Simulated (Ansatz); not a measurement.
Geometry optimisation, RKS PBE0-D4/def2-SVP in Ansatz 0.2.0.

input.yaml

```yaml
crystal:
  periodic: [false, false, false]
  atoms:
    - { symbol: O, position_ang: [1.42288, 0.10232, 1.04999] }
    - { symbol: C, position_ang: [0.59042, -0.57, 0.17348] }
    - { symbol: Si, position_ang: [-0.69406, 0.24597, -0.74649] }
    - { symbol: F, position_ang: [-1.78255, -0.53456, -1.61128] }
    - { symbol: F, position_ang: [-1.6169, 1.40571, -0.14542] }
    - { symbol: H, position_ang: [0.90467, 0.66842, 1.63125] }
    - { symbol: H, position_ang: [1.17554, -1.31787, -0.35153] }
basis:
  gaussian: { orbitals: def2-SVP }
hamiltonian:
  xc: pbe0
  dispersion: d4
relax:
  f_tol: 0.015
  max_steps: 40
```

Run as:

```bash
$ ansatz run input.yaml --threads 1 --pin off --max-ram 2048MiB --backend cpu --events-out ev --progress --plain --runs-dir out
```

Question: Where does it end, and by what steps?

Answer: It converged. After 10 steps the energy has fallen by 0.184 eV; F5 moved furthest, 0.17 Å.

```json
{"step": "0", "energy less start (eV)": "0.0000", "largest force component (eV/Å)": "1.437", "accepted": "yes"}
{"step": "1", "energy less start (eV)": "-0.1023", "largest force component (eV/Å)": "0.806", "accepted": "yes"}
{"step": "2", "energy less start (eV)": "-0.1591", "largest force component (eV/Å)": "0.687", "accepted": "yes"}
{"step": "3", "energy less start (eV)": "-0.1738", "largest force component (eV/Å)": "0.451", "accepted": "yes"}
{"step": "4", "energy less start (eV)": "-0.1547", "largest force component (eV/Å)": "0.421", "accepted": "no"}
{"step": "5", "energy less start (eV)": "-0.1815", "largest force component (eV/Å)": "0.146", "accepted": "yes"}
{"step": "6", "energy less start (eV)": "-0.1455", "largest force component (eV/Å)": "1.050", "accepted": "no"}
{"step": "7", "energy less start (eV)": "-0.1830", "largest force component (eV/Å)": "0.025", "accepted": "yes"}
{"step": "8", "energy less start (eV)": "-0.1833", "largest force component (eV/Å)": "0.027", "accepted": "yes"}
{"step": "9", "energy less start (eV)": "-0.1836", "largest force component (eV/Å)": "0.023", "accepted": "yes"}
{"step": "10", "energy less start (eV)": "-0.1838", "largest force component (eV/Å)": "0.012", "accepted": "yes"}
```

```xyz
7
Properties=species:S:1:pos:R:3
O 1.354 0.048 1.073
C 0.581 -0.508 0.144
Si -0.650 0.341 -0.869
F -1.721 -0.663 -1.556
F -1.525 1.406 -0.002
H 0.844 0.700 1.575
H 1.116 -1.325 -0.365
```

Whether the end is a true minimum wasn't checked by a vibrational analysis.

Run time: 38 s on 1 thread of Arm Neoverse V1 (shared host), peak memory 0.16 GiB.
